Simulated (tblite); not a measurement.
Compound: C5H12F2OSi2.
Cartesian coordinates in Å at the GFN2-xTB level; atoms count from 1:
```xyz
22
C5H12F2OSi2 angstrom
F     -2.825   -0.274   -0.743
C     -1.666   -0.877   -0.373
F     -1.315   -1.647   -1.434
C     -0.598    0.167   -0.021
O      0.479   -0.434    0.655
C      1.244   -1.397   -0.064
Si     2.908   -1.444    0.861
C     -0.238    1.019   -1.261
Si    -1.330    2.447   -0.615
C     -1.225    1.254    0.874
H     -1.883   -1.547    0.472
H      1.367   -1.090   -1.106
H      0.730   -2.365   -0.073
H      3.762   -2.457    0.234
H      2.655   -1.770    2.262
H      3.519   -0.119    0.752
H      0.826    1.249   -1.258
H     -0.477    0.543   -2.208
H     -2.649    2.549   -1.226
H     -0.658    3.735   -0.451
H     -2.134    0.936    1.378
H     -0.503    1.543    1.634
```

Computed with GFN2-xTB (tblite): harmonic, unscaled wavenumbers at the GFN2-xTB geometry, gas phase. Errors from tens to a few hundred cm⁻¹ against measured bands are possible. Modes of hydrogen on silicon can be 10 to 20 % off. One conformer, not necessarily the lowest.

Harmonic wavenumbers (cm⁻¹): 33.2, 73.5, 78.0, 87.7, 104.4, 156.7, 178.5, 229.2, 248.9, 330.0, 354.1, 412.0, 453.7, 467.0, 469.7, 519.1, 551.7, 580.6, 593.2, 619.8, 699.4, 722.1, 751.8, 756.1, 762.6, 774.3, 780.6, 785.6, 796.7, 805.8, 845.9, 952.0, 1024.2, 1035.1, 1047.2, 1071.8, 1101.8, 1124.7, 1184.5, 1191.3, 1210.5, 1226.4, 1270.8, 1287.2, 1289.6, 1456.0, 1462.6, 1487.3, 2253.4, 2271.3, 2282.3, 2294.6, 2322.1, 2894.3, 2908.1, 2934.3, 3001.2, 3014.2, 3015.6, 3022.2.

A = 1469, B = 603.6, C = 488.0 MHz; mass 182.039 u (most abundant isotopes); point group C1, symmetry number 1.

Q: Zero-point energy?

A: Half the sum of the wavenumbers: 33829 cm⁻¹ = 96.72 kcal/mol.

Q: What is S at 400 K and 1 bar for an ideal gas of classical rigid rotors and harmonic oscillators?

A: Translation 42.99, rotation 31.86, vibration 55.22: S = 130.1 cal/(mol K).

Q: And Cp and H(400 K) − H(0)?

A: Cp = 63.48 cal/(mol K), of which vibrations give 55.53 (their classical limit is 60 R = 119.2); H(400 K) − H(0) = 14.57 kcal/mol without the zero-point energy, 11.39 from vibrations.

Q: How do the functions run with temperature in this model?

A: 
```tsv
T (K)	S (cal/(mol K))	Cp (cal/(mol K))	H − H(0) (kcal/mol)	G − H(0) (kcal/mol)	ln q(vib)
50	63.3	15.7	0.56	-2.61	0.88
100	76.4	22.5	1.52	-6.12	2.65
298.15	113.3	50.7	8.73	-25.06	9.80
373.15	125.8	60.4	12.91	-34.02	12.50
500	145.3	73.4	21.43	-51.24	17.01
750	178.6	90.3	42.08	-91.87	25.46
1000	206.2	100.9	66.08	-140.07	33.15
```

q(vib) and H(0) count from the zero-point level.

Q: Blend soft modes into free rotors: weight 1/[1 + (100 cm⁻¹/ν̃)⁴] for the oscillator and the rest for a rotor with moment μB/(μ + B), μ = h/(8π²ν), B = 10⁻⁴⁴ kg m². What vibrational entropy results?

A: 50.43 cal/(mol K) in place of 55.22, which changes −T·S at 400 K by +1.92 kcal/mol.

Q: Which modes carry the vibrational entropy at 400 K?

A: 33.2 cm⁻¹: 6.21; 73.5 cm⁻¹: 4.64; 78.0 cm⁻¹: 4.52; 87.7 cm⁻¹: 4.29; 104.4 cm⁻¹: 3.95; 156.7 cm⁻¹: 3.15 cal/(mol K); the other 54 give 28.47 together.

Hindered rotation and anharmonicity are outside this model. Other conformers, if any are populated, would add a mixing term that is left out. The structure is chiral; the term R ln 2 for an equal mix with its mirror image is left out.
